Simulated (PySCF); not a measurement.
Relaxation of quartet IrH₅⁻

Computed with UPBE0 in PySCF with Ir def2-TZVPD with ECP60, H def2-TZVPD; scalar-relativistic core potentials, no spin–orbit coupling; density-fitted integrals. A (50,194) grid was used.

A hand-made square pyramidal start, of C4v symmetry, held to at least that symmetry:

```xyz
6
charge -1 multiplicity 4, angstrom
Ir    0.0000    0.0000   -0.0013
H     0.0000    0.0000    1.5387
H     1.5063    0.0000   -0.3215
H     0.0000    1.5063   -0.3215
H    -1.5063    0.0000   -0.3215
H     0.0000   -1.5063   -0.3215
```

**Question.** What does it relax to?

**Answer.** It ends at C4v with Ir–H 1.622 Å (×4), Ir–H 1.669 Å; H–Ir–H 79.9° (×4), H–Ir–H 114.8° (×4), H–Ir–H 130.5° (×2). A frequency run shows a minimum.

**Question.** How much energy is released, and in how many steps?

**Answer.** 119.3 kJ/mol in 8 steps.

Other spin states or occupations of the open shell can lie lower. At this level a doublet minimum of Cs symmetry lies 101 kJ/mol below this structure. With an element this heavy the missing spin–orbit coupling can shift these numbers.

The relaxation took roughly 110 core-seconds on a shared host.
